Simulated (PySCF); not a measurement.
Al(F)(GeH3)2, SMILES [GeH3][Al]([GeH3])[F] (H₆AlFGe₂), CAM-B3LYP/def2-SVP optimised geometry.

```
10

Al     0.31    -1.00     1.92
F      1.25    -1.06     3.30
Ge    -1.88    -2.13     2.04
H     -1.73    -3.66     1.93
H     -2.62    -1.84     3.36
H     -2.80    -1.69     0.89
Ge     1.27     0.21     0.00
H      0.81     1.69     0.00
H      2.80     0.21     0.00
H      0.80    -0.39    -1.34
```

Density from CAM-B3LYP/def2-TZVP (PySCF) at that geometry.

Minimum of the electron density along straight lines between bonded atoms, close to the bond critical point (lines longer than 1.1 times the sum of covalent radii, or with two minima, are not listed):

| bond | length / Å | ρ at the minimum / e bohr⁻³ | ∇²ρ there / e bohr⁻⁵ | position (fraction from the first atom) |
|---|---|---|---|---|
| Al1–F2 | 1.669 | 0.108 | 0.86 | 0.43 |
| Al1–Ge3 | 2.467 | 0.065 | 0.00 | 0.36 |
| Ge3–H4 | 1.540 | 0.131 | 0.06 | 0.59 |
| Ge3–H5 | 1.538 | 0.131 | 0.06 | 0.59 |
| Ge3–H6 | 1.540 | 0.131 | 0.07 | 0.59 |
| Al1–Ge7 | 2.466 | 0.065 | 0.00 | 0.36 |
| Ge7–H8 | 1.541 | 0.130 | 0.06 | 0.59 |
| Ge7–H9 | 1.538 | 0.132 | 0.06 | 0.59 |
| Ge7–H10 | 1.540 | 0.131 | 0.07 | 0.59 |
